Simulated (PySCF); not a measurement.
First SCF of a structure search on sextet Ru(OH)3, at a hand-made trigonal planar (heavy-atom frame) geometry. PySCF input:

```python
from pyscf import gto, scf, dft
mol = gto.M(atom='''
Ru     0.000000     0.000000     0.000000
O      1.880000     0.000000     0.000000
O     -0.940000     1.628100     0.000000
O     -0.940000    -1.628100     0.000000
H      2.497100    -0.735400     0.000000
H     -0.611700     2.530200     0.000000
H     -1.885400    -1.794800     0.000000''',
    basis={'Ru': 'def2-TZVP', 'O': 'def2-TZVP', 'H': 'def2-TZVP'},
    ecp={'Ru': 'def2-TZVP'},
    charge=0, spin=5)
mf = dft.UKS(mol, xc='PBE0')
mf.grids.atom_grid = (50, 194)
aux = {'Ru': 'def2-universal-JKFIT', 'O': 'def2-universal-JKFIT', 'H': 'def2-universal-JKFIT'}
mf = mf.density_fit(auxbasis=aux)
mf.conv_tol = 1e-08
mf.diis_space = 10
mf.max_cycle = 60
mf.init_guess = 'minao'
mf.verbose = 4
mf.kernel()
```

Excerpt of the output (cycles alone):

```
init E= -314.286925454858
cycle= 1 E= -321.780918297176  delta_E= -7.49  |g|= 0.954  |ddm|= 3.08
cycle= 2 E= -321.084089573404  delta_E= 0.697  |g|= 1.59  |ddm|= 2.68
cycle= 3 E= -322.137362740152  delta_E= -1.05  |g|= 0.324  |ddm|= 2.28
cycle= 4 E= -322.160092165367  delta_E= -0.0227  |g|= 0.248  |ddm|= 0.279
cycle= 5 E= -322.181841275552  delta_E= -0.0217  |g|= 0.036  |ddm|= 0.132
cycle= 6 E= -322.182424297921  delta_E= -0.000583  |g|= 0.00901  |ddm|= 0.036
cycle= 7 E= -322.182463237517  delta_E= -3.89e-05  |g|= 0.00216  |ddm|= 0.00899
cycle= 8 E= -322.182465863715  delta_E= -2.63e-06  |g|= 0.00046  |ddm|= 0.0023
cycle= 9 E= -322.182465914599  delta_E= -5.09e-08  |g|= 0.000542  |ddm|= 0.000649
cycle= 10 E= -322.182466028574  delta_E= -1.14e-07  |g|= 7.16e-05  |ddm|= 0.000318
cycle= 11 E= -322.182466033087  delta_E= -4.51e-09  |g|= 1.74e-05  |ddm|= 9.01e-05
Extra cycle  E= -322.182466033344  delta_E= -2.57e-10  |g|= 1.63e-05  |ddm|= 2.81e-05
converged SCF energy = -322.182466033344  <S^2> = 8.7595714  2S+1 = 6.0031896
```

No lower solution of this spin was found from smeared starts or by a stability analysis within the unrestricted form.

Open d and f shells are described by one determinant, and the ground state may have another occupation or spin.

The search for the lowest solution, 3 starts and the stability check together, took 33 s on 4 threads of a shared Arm Neoverse V1 host, with 151 basis functions; the process peaked at 0.93 GiB.
